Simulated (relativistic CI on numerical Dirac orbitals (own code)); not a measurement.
Sm51+: computed level list

Computed by Dirac-Coulomb-Breit CI, separate exchange-only KLI orbitals for each configuration, model QED (radiative potential, 1s self-energy scaled to tabulated hydrogen-like ionisation energies), unscaled Slater integrals (own radial code, finite nucleus).

Configurations in the expansion (outside the closed core [Ne]): 3s, 3p, 3d, 4s, 4p, 4d, 4f, 5s, 5p, 5d, 5f, 5g, 6s, 6p, 6d. Levels of other configurations are missing.

The lowest level is 3s ²S1/2, with 100 % of that term; Hund's rules for 3s give ²S with J = 1/2, in agreement.

| No. | Configuration | Term | J | E (eV) | % | Next component (%) | Landé g |
| --- | --- | --- | --- | --- | --- | --- | --- |
| 1 | 3s | ²S | 1/2 | 0.00 | 100 |  | 1.990 |
| 2 | 3p | ²P° | 1/2 | 122.26 | 100 |  | 0.653 |
| 3 | 3p | ²P° | 3/2 | 285.46 | 100 |  | 1.325 |
| 4 | 3d | ²D | 3/2 | 435.82 | 100 |  | 0.790 |
| 5 | 3d | ²D | 5/2 | 473.02 | 100 |  | 1.192 |
| 6 | 4s | ²S | 1/2 | 2119.96 | 100 |  | 1.995 |
| 7 | 4p | ²P° | 1/2 | 2170.55 | 100 |  | 0.659 |
| 8 | 4p | ²P° | 3/2 | 2237.17 | 100 |  | 1.329 |
| 9 | 4d | ²D | 3/2 | 2294.17 | 100 |  | 0.794 |
| 10 | 4d | ²D | 5/2 | 2310.29 | 100 |  | 1.196 |
| 11 | 4f | ²F° | 5/2 | 2340.53 | 100 |  | 0.852 |
| 12 | 4f | ²F° | 7/2 | 2347.51 | 100 |  | 1.139 |
| 13 | 5s | ²S | 1/2 | 3063.42 | 100 |  | 1.998 |
| 14 | 5p | ²P° | 1/2 | 3088.86 | 100 |  | 0.662 |
| 15 | 5p | ²P° | 3/2 | 3122.36 | 100 |  | 1.331 |
| 16 | 5d | ²D | 3/2 | 3150.24 | 100 |  | 0.796 |
| 17 | 5d | ²D | 5/2 | 3158.56 | 100 |  | 1.197 |
| 18 | 5f | ²F° | 5/2 | 3173.51 | 100 |  | 0.854 |
| 19 | 5f | ²F° | 7/2 | 3177.10 | 100 |  | 1.140 |
| 20 | 5g | ²G | 7/2 | 3179.14 | 100 |  | 0.886 |
| 21 | 5g | ²G | 9/2 | 3181.28 | 100 |  | 1.108 |
| 22 | 6s | ²S | 1/2 | 3563.84 | 100 |  | 1.999 |
| 23 | 6p | ²P° | 1/2 | 3578.36 | 100 |  | 0.663 |
| 24 | 6p | ²P° | 3/2 | 3597.51 | 100 |  | 1.332 |
| 25 | 6d | ²D | 3/2 | 3613.25 | 100 |  | 0.797 |
| 26 | 6d | ²D | 5/2 | 3618.08 | 100 |  | 1.198 |

Energies count from the lowest computed level; ° marks odd parity.

The mean weight of the leading LS term, summed over parents, in these 26 levels is 100 %, and that of the leading jj configuration (from the same eigenvectors) 100 %.

At this charge energies of transitions that change n are usually good to better than 1 %, and those within a shell (Δn = 0) to a few per cent.
